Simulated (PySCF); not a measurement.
**Electron correlation in C (carbon, neutral)**

[He] 2s1 2p3, high-spin 5S determinant (an excited configuration). Computed with PySCF 2.14 in x2c-TZVPPall (5s3p2d1f, 31 functions), with scalar relativity by spin-free X2C-1e. Frozen: 1s2; 4 electrons correlated.

| level | correlation energy (mhartree) |
| --- | --- |
| CCSD | -33.33 |
| (T) | -0.29 |
| CCSD(T) | -33.62 |
| CCSDT | -33.70 |

Diagnostics: T1 = 0.0039, D1 = 0.0063, largest double amplitude 0.032.

Cost of the coupled-cluster step: of the order of 0.14 core-seconds, for 4 correlated electrons.

Iterations:

```
CC2 = 0
CCSD nocc = (np.int64(4), np.int64(0)), nmo = (30, 30)
frozen orbitals [[0], [0]]
max_cycle = 100
direct = 0
conv_tol = 1e-08
conv_tol_normt = 1e-06
diis_space = 8
diis_start_cycle = 0
Init t2, MP2 energy = -0.0264714395713927
Init E_corr(UCCSD) = -0.0264714395757703
cycle = 1  E_corr(UCCSD) = -0.0317945628882063  dE = -0.00532312331  norm(t1,t2) = 0.0209852
cycle = 2  E_corr(UCCSD) = -0.0329516673598277  dE = -0.00115710447  norm(t1,t2) = 0.00602751
cycle = 3  E_corr(UCCSD) = -0.0333586425470349  dE = -0.000406975187  norm(t1,t2) = 0.00215108
cycle = 4  E_corr(UCCSD) = -0.0333302814960412  dE = 2.8361051e-05  norm(t1,t2) = 0.000317601
cycle = 5  E_corr(UCCSD) = -0.0333303629671557  dE = -8.14711145e-08  norm(t1,t2) = 9.83146e-06
cycle = 6  E_corr(UCCSD) = -0.0333303280823454  dE = 3.48848104e-08  norm(t1,t2) = 1.51616e-06
cycle = 7  E_corr(UCCSD) = -0.0333303417560118  dE = -1.36736664e-08  norm(t1,t2) = 1.41192e-07
cycle = 8  E_corr(UCCSD) = -0.0333303401526457  dE = 1.60336604e-09  norm(t1,t2) = 1.72363e-08
UCCSD converged
E(UCCSD) = -37.64586856857223  E_corr = -0.03333034015264572
UCCSD(T) correction = -0.000290885558575161
```
